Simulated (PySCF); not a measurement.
BH2, SMILES [BH2], multiplicity 2.

Geometry: ωB97X-D3(BJ)/def2-TZVPD. The isomer is the one that the SMILES or the coordinates give; other isomers of the formula were not compared.

Two levels are set side by side: PBE/def2-TZVPD (PySCF) and r2SCAN/def2-TZVPD (PySCF). Same geometry, gas phase. Differences are taken from unrounded values.

```json
[
 {"quantity": "α-spin orbital gap (eV)", "r2SCAN": "2.27", "PBE": "1.46", "PBE minus r2SCAN": "-0.81"},
 {"quantity": "β-spin orbital gap (eV)", "r2SCAN": "6.99", "PBE": "6.09", "PBE minus r2SCAN": "-0.90"},
 {"quantity": "dipole moment (D)", "r2SCAN": "0.45", "PBE": "0.50", "PBE minus r2SCAN": "0.04"},
 {"quantity": "mean polarisability (bohr³)", "r2SCAN": "20.4", "PBE": "21.4", "PBE minus r2SCAN": "1.0"}
]
```

Rough cost on one machine, each run with all the roots and properties that it gave: r2SCAN against PBE about 3 times.
